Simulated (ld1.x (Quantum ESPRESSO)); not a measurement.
## rhenium: one change to a TM potential, before and after

| Item | Value |
| --- | --- |
| Element | Re (Z = 75) |
| Generator | ld1.x (Quantum ESPRESSO) 7.5 |
| Type | norm-conserving Troullier–Martins (Kleinman–Bylander form) |
| Functional | LDA (PZ) |
| Relativity | scalar-relativistic |
| Frozen core | [Kr] 4d10 4f14 5s2 |
| Valence charge | 13 |
| Reference configuration | 5p6 5d5 6s1 6p0 (charge +1) |
| Partial waves | 6s (bound): rc 2.55 bohr; 5p (bound): rc 1.95 bohr; 5d (bound): rc 1.70 bohr |
| Local potential | all-electron potential smoothed inside 1.70 bohr (lloc = -1) |
| Core correction | Bessel-smoothed model core inside 1.45 bohr |

Change: all radii but the core radius scaled by about 1.22 (s 3.12, p 2.38, d 2.08 bohr); local potential all-electron potential smoothed inside 2.08 bohr (lloc = -1).

Cutoffs: the cutoffs (Ry, on a coarse ladder) from which the occupation-weighted sum of valence levels, in a spherical-Bessel basis at the reference potential, stays within 10 and 1 mRy of its value at 400 Ry; they do not see the model core or the augmentation charge, which bear on the density cutoff. Errors are all-electron minus pseudo energies relative to the spin-unpolarised reference configuration.

Q: Predict the effect on cutoff, ghosts and configuration errors.

A: The potential gets neither clearly harder nor softer (35 Ry and 50 Ry → 35 Ry and 50 Ry); both files keep a bound ghost (s); of the 9 tests that both files solve, the error grows in 4 and shrinks in 1 by more than 15 % and 0.3 meV (median size 13.1 → 15.1 meV).

```csv
quantity,base,changed
"cutoff, loose",35 Ry,35 Ry
"cutoff, tight",50 Ry,50 Ry
loose cutoff by channel (10 mRy a level),"s 6 Ry, p 21 Ry, d 30 Ry","s 10 Ry, p 25 Ry, d 30 Ry"
bound ghosts,s,s
"error for 5p6 5d5 6s2 6p0, meV [ΔE -9.52 eV]",-1.2,-1.9
"error for 5p6 5d5 6s0 6p0, meV [ΔE 16.68 eV]",-13,-15
"error for 5p6 5d4 6s0 6p0, meV [ΔE 44.12 eV]",-0.8,-37
"error for 5p6 5d6 6s0 6p0, meV [ΔE 0.21 eV]",-32,-13
"error for 5p5 5d5 6s2 6p0, meV [ΔE 43.63 eV]",-319,-318
"error for 5p6 5d6 6s1 6p0, meV [ΔE -8.55 eV]",-3.2,-7.0
"error for 5p6 5d5 6s1.5 6p0, meV [ΔE -5.61 eV]",+0.5,+0.3
"error for 5p6 5d5 6s1 6p0 (spin-polarised), meV [ΔE -4.47 eV]",+121,+122
"error for 5p6 5d5 6s2 6p0 (spin-polarised), meV [ΔE -12.63 eV]",+68,+74
```

 A true bound ghost makes a file unfit for plane-wave use even where its test errors are small: the radial tests pick states by their node count and pass the ghost by.
